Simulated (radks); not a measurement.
Ionisation of the nitrogen ion N3+, [He] 2s2, to [He] 2s1 as the strength of local exchange is varied. Calculated with a radial shooting solver on a logarithmic mesh with Libxc functionals: scalar-relativistic Kohn-Sham, Slater X-alpha exchange (alpha = 2/3 is LDA exchange), no correlation, spin-polarised, spherical densities, point nucleus.

| alpha | E(N3+) (hartree) | exchange (hartree) | IE (eV) | -e of the level emptied (eV) | <r> of it (bohr) |
|---|---|---|---|---|---|
| 0.667 | -50.46235 | -4.45018 | 74.108 | 66.200 (2s) | 1.113 |
| 0.707 | -50.72966 | -4.73170 | 74.800 | 67.023 (2s) | 1.108 |
| 0.752 | -51.03137 | -5.05038 | 75.583 | 67.956 (2s) | 1.102 |
| 0.804 | -51.38132 | -5.42125 | 76.493 | 69.041 (2s) | 1.095 |
| 0.91 | -52.09901 | -6.18592 | 78.367 | 71.281 (2s) | 1.081 |
| 1.01 | -52.78141 | -6.91796 | 80.158 | 73.428 (2s) | 1.069 |
| 1.013 | -52.80196 | -6.94008 | 80.212 | 73.493 (2s) | 1.069 |

NIST Atomic Spectra Database: 77.474 eV (measured). The Delta-SCF value meets it near alpha = 0.86.
